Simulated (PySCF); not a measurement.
Computed IR spectrum (relative IR intensity) of a molecule C₃H₉NOSi. The structure is a stationary point at ωB97X-D3(BJ)/def2-SVP. Other conformers were not sampled. Computed with ωB97X-D3(BJ)/def2-SVP run with PySCF. Frequencies are harmonic and unscaled.

Lines under 2 % of the strongest are left out, and lines within 2 cm⁻¹ are merged.

```json
[
 {"ν (cm⁻¹)": "62", "relative intensity": "4.4"},
 {"ν (cm⁻¹)": "115", "relative intensity": "5.4"},
 {"ν (cm⁻¹)": "171", "relative intensity": "6.2"},
 {"ν (cm⁻¹)": "250", "relative intensity": "18"},
 {"ν (cm⁻¹)": "276", "relative intensity": "11"},
 {"ν (cm⁻¹)": "344", "relative intensity": "2.4"},
 {"ν (cm⁻¹)": "349", "relative intensity": "23"},
 {"ν (cm⁻¹)": "434", "relative intensity": "18"},
 {"ν (cm⁻¹)": "437", "relative intensity": "38"},
 {"ν (cm⁻¹)": "707", "relative intensity": "7.4"},
 {"ν (cm⁻¹)": "735", "relative intensity": "8.2"},
 {"ν (cm⁻¹)": "769", "relative intensity": "41"},
 {"ν (cm⁻¹)": "842", "relative intensity": "49"},
 {"ν (cm⁻¹)": "895", "relative intensity": "6.8"},
 {"ν (cm⁻¹)": "915", "relative intensity": "100"},
 {"ν (cm⁻¹)": "962", "relative intensity": "32"},
 {"ν (cm⁻¹)": "967", "relative intensity": "35"},
 {"ν (cm⁻¹)": "1032", "relative intensity": "8.6"},
 {"ν (cm⁻¹)": "1104", "relative intensity": "3.1"},
 {"ν (cm⁻¹)": "1251", "relative intensity": "4.1"},
 {"ν (cm⁻¹)": "1462", "relative intensity": "2.7"},
 {"ν (cm⁻¹)": "1465", "relative intensity": "5.9"},
 {"ν (cm⁻¹)": "1554", "relative intensity": "20"},
 {"ν (cm⁻¹)": "1745", "relative intensity": "22"},
 {"ν (cm⁻¹)": "2234", "relative intensity": "68"},
 {"ν (cm⁻¹)": "3057", "relative intensity": "7.0"},
 {"ν (cm⁻¹)": "3137", "relative intensity": "4.1"},
 {"ν (cm⁻¹)": "3157", "relative intensity": "2.3"},
 {"ν (cm⁻¹)": "3172", "relative intensity": "7.2"},
 {"ν (cm⁻¹)": "3618", "relative intensity": "9.3"},
 {"ν (cm⁻¹)": "3714", "relative intensity": "9.9"},
 {"ν (cm⁻¹)": "3936", "relative intensity": "25"}
]
```

Q: Pick the molecule that these values belong to.
A) C/C=C/[Si@@H](N)O
B) C/N=C(\[SiH3])CO
C) NC[SiH]1COC1
D) C/C=N\[SiH2]CO

A: A, C/C=C/[Si@@H](N)O
